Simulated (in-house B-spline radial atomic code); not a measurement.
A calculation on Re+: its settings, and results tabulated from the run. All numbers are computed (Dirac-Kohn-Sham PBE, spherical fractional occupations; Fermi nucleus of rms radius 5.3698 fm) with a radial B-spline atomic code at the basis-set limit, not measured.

Command:
```bash
python run_scf.py task.json out
```
Settings (nuclear radius in fm, mass in u):
```
Z                75
configuration    [Xe] 4f14 5d5 6s1
hamiltonian      dirac
method           pbe,pbe
spin_polarised   False
nucleus          fermi
rms_radius       5.3698
atomic_mass      186.95575
speed_of_light   137.035999084
```

Output (hartree, bohr):
```
 radial grid: 81 intervals, B-splines of order 8, outer radius 60 bohr

 iter        energy (Eh)    residual
    1      -16713.537764    5.67e-01
    2      -16712.949607    2.49e-01
    3      -16714.321212    1.19e-01
    4      -16714.578284    3.89e-02
    5      -16714.507018    6.95e-02
    6      -16714.615844    1.53e-03
    7      -16714.615897    2.65e-04
    8      -16714.615898    4.85e-05
    9      -16714.615898    7.34e-06
   10      -16714.615898    2.83e-07

 total energy                    -16714.61590
 kinetic                           18891.9863
 electron-nucleus                 -41786.2399
 Hartree                            6512.3090
 exchange-correlation               -332.6713

 first-order corrections (not in the total)
   Gaunt                            20.1854
   retardation                      -2.1403
   frequency dependence             -0.3527
   self-energy                      14.7673
   Uehling                          -2.8147
   Wichmann-Kroll                    0.1140
   recoil                            0.0301

 orbital      occ     eigenvalue          <r>       <r^2>       <1/r>       r_max    small
 1s1/2      2.000     -2629.0464    0.0180402 0.000448099     88.7115     0.01124  8.02e-02
 2s1/2      2.000      -455.7642    0.0755927  0.00681952     21.6321     0.06473  1.82e-02
 2p1/2      2.000      -436.2073    0.0624642  0.00485949     21.6016     0.04802  1.83e-02
 2p3/2      4.000      -383.3023    0.0705377  0.00605723     18.0411     0.05496  1.65e-02
 3s1/2      2.000      -105.7297     0.196925   0.0444796     7.94199      0.1822  6.01e-03
 3p1/2      2.000       -96.9779     0.186961   0.0407545     7.85807      0.1705  5.96e-03
 3p3/2      4.000       -85.4889      0.20189   0.0473043     6.93617      0.1847  5.43e-03
 3d3/2      4.000       -70.7568     0.176497   0.0365908     6.83053      0.1445  5.32e-03
 3d5/2      6.000       -68.2628     0.181081   0.0383853     6.61424      0.1485  5.17e-03
 4s1/2      2.000       -22.2879     0.440491    0.219271     3.34168      0.4131  1.99e-03
 4p1/2      2.000       -18.6325     0.445011    0.225619      3.2318      0.4125  1.90e-03
 4p3/2      4.000       -15.9524     0.478412     0.26044      2.9113      0.4423  1.70e-03
 4d3/2      4.000        -9.9436     0.493409     0.28219     2.69861      0.4382  1.50e-03
 4d5/2      6.000        -9.4483      0.50477    0.295167     2.62236      0.4476  1.45e-03
 5s1/2      2.000        -3.4094      1.03712     1.20862      1.3053      0.9387  4.56e-04
 5p1/2      2.000        -2.3050      1.13758     1.46597     1.17563       1.004  3.78e-04
 5p3/2      4.000        -1.9021       1.2397     1.74283     1.06134       1.087  3.22e-04
 4f5/2      6.000        -1.8871     0.576142    0.412836     2.17998      0.4144  1.05e-03
 4f7/2      8.000        -1.7948     0.584978    0.426163     2.14833      0.4193  1.03e-03
 5d3/2      2.000        -0.4964      1.81224     3.90875    0.724284       1.391  1.53e-04
 5d5/2      3.000        -0.4622      1.88193     4.22316    0.696475       1.435  1.43e-04
 6s1/2      1.000        -0.4660      2.86721      9.2847    0.442601       2.479  6.12e-05
```


For the Dirac Hamiltonian the kinetic term is c α·p + (β - 1)c².
